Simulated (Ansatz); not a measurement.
CH$_{8}$NPSSi, SMILES `CN[SiH](P)S`, 13 atoms. Charge 0, multiplicity 1. All runs use 4 threads of an Arm Neoverse V2 on a shared host. Correlated methods freeze the cores.

(1) How many basis functions does each run have, and how long does it take in Ansatz? RKS BHLYP-D4/def2-TZVPP energy; RKS PBE0-D4/def2-TZVP frequencies; direct RPA on PBE orbitals/def2-TZVPP energy; RKS ωB97M-V/def2-SVP energy; RKS ωB97M-V/def2-QZVPP energy; RKS LC-ωPBE/def2-TZVPP energy; RKS PBE0-D4/def2-TZVP relaxation (13 steps); RHF-MP2/def2-QZVPP energy; RKS PBE0-D4/def2-QZVPP energy; RKS r2SCAN0-D4/def2-TZVPP energy; RHF-CCSD(T)/def2-SVP energy; RKS ωB97M-V/def2-TZVPP energy and forces. (Best estimate.)

Results:

(1) Ansatz gave: Other jobs shared the machine, so times are rough.

```json
{"level": "RKS LC-ωPBE/def2-TZVPP", "job": "energy", "functions": "300", "wall time": "3.1 s", "peak host memory (GiB)": "0.71"}
{"level": "RKS BHLYP-D4/def2-TZVPP", "job": "energy", "functions": "300", "wall time": "4.1 s", "peak host memory (GiB)": "1"}
{"level": "RKS ωB97M-V/def2-SVP", "job": "energy", "functions": "122", "wall time": "5 s", "peak host memory (GiB)": "0.64"}
{"level": "RHF-CCSD(T)/def2-SVP", "job": "energy", "functions": "122", "wall time": "6 s", "peak host memory (GiB)": "0.64"}
{"level": "direct RPA on PBE orbitals/def2-TZVPP", "job": "energy", "functions": "300", "wall time": "6 s", "peak host memory (GiB)": "0.82"}
{"level": "RKS r2SCAN0-D4/def2-TZVPP", "job": "energy", "functions": "300", "wall time": "6.5 s", "peak host memory (GiB)": "1"}
{"level": "RKS PBE0-D4/def2-QZVPP", "job": "energy", "functions": "564", "wall time": "12 s", "peak host memory (GiB)": "2.7"}
{"level": "RKS ωB97M-V/def2-TZVPP", "job": "energy and forces", "functions": "300", "wall time": "14 s", "peak host memory (GiB)": "1.4"}
{"level": "RKS ωB97M-V/def2-QZVPP", "job": "energy", "functions": "564", "wall time": "26 s", "peak host memory (GiB)": "3"}
{"level": "RHF-MP2/def2-QZVPP", "job": "energy", "functions": "564", "wall time": "27 s", "peak host memory (GiB)": "4.4"}
{"level": "RKS PBE0-D4/def2-TZVP", "job": "relaxation (13 steps)", "functions": "221", "wall time": "52 s", "peak host memory (GiB)": "0.7"}
{"level": "RKS PBE0-D4/def2-TZVP", "job": "frequencies", "functions": "221", "wall time": "3.2 min", "peak host memory (GiB)": "0.71"}
```

LC-ωPBE has ω = 0.4 bohr⁻¹.
